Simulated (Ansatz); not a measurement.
Two isomers of C2H4OSi: A = `C=C1O[SiH2]1`, B = `O[SiH]1C=C1`.

Gas-phase electronic energies from Ansatz, PBE0-D4/def2-TZVP geometries. CBS: MP2 limit from def2 TZ/QZ plus the TZ coupled-cluster correction, frozen cores. Functionals use def2-TZVPP. B3LYP here is the variant with VWN-RPA as its local correlation; programs differ in this. Each species was taken in one conformer, which may not be the lowest.

A:

Z-matrix (Å, degrees):
```
Si
C 1 1.776
O 1 1.690 2 47.7
H 1 1.477 2 122.6 3 97.6
H 1 1.477 2 122.6 3 -97.7
C 2 1.318 1 166.9 3 -180.0
H 6 1.081 2 119.8 1 -0.0
H 6 1.085 2 121.2 1 -180.0
```

B:

```xyz
8

O     0.025   -1.878    0.677
Si   -0.587   -0.414    0.267
C     0.085    0.671   -0.990
C     0.332    1.123    0.255
H     0.965   -2.011    0.539
H    -2.020   -0.518    0.589
H     0.340    1.037   -1.978
H     0.860    1.989    0.640
```

(1) Which isomer does CCSD(T)/CBS put lower? Give the gap. (Estimate.)

(2) Give E(B) − E(A) in kcal/mol with B3LYP-D4, B2PLYP, PBE-D4, HF/def2-TZVPP, LDA (SPW92), r2SCAN-D4, B3LYP. (Best estimate.)

(3) Does the order hold for the free energy at 298.15 K (harmonic terms from PBE0-D4)? (An estimate is asked.)

Largest T1 diagnostic: 0.016.

Results:

(1) Ansatz gave: B, by 22.5 kcal/mol.

(2) Computed: B3LYP-D4 -18.6, B2PLYP -20.2, PBE-D4 -16.5, HF/def2-TZVPP -25.2, LDA (SPW92) -17.0, r2SCAN-D4 -19.2, B3LYP -18.5. None reverses the order clearly.

(3) Ansatz gave: Yes: G(B) − G(A) = -21.4 kcal/mol, for one conformer each.

At CCSD(T), def2-SVP lies +4.1 kcal/mol from the extrapolated value and def2-TZVPP +0.9 kcal/mol. From BLYP to BHLYP (50 % exact exchange), in def2-TZVPP and without D4, E(B) − E(A) moves by −6.9 kcal/mol.
